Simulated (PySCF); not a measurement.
Vertical excitations of a molecule CH2F4Si from TDA-PBE/def2-SVPD in PySCF, as energy in eV (oscillator strength): 6.98 (0.006), 7.62 (0.002), 8.10 (0.002), 8.52 (0.000), 8.61 (0.119), 8.64 (0.002), 9.00 (0.104), 9.13 (0.030), 9.21 (0.023), 9.23 (0.022). Lowest triplet (TDA): 6.50 eV. Coordinates come from a PBE0-D3(BJ)/def2-SVP optimisation. The values are those of a single conformer.

Question: Which structure fits?
A) FC(F)[SiH](F)F
B) F[SiH2]C(F)(F)F
C) FC[Si](F)(F)F

Answer: B, F[SiH2]C(F)(F)F
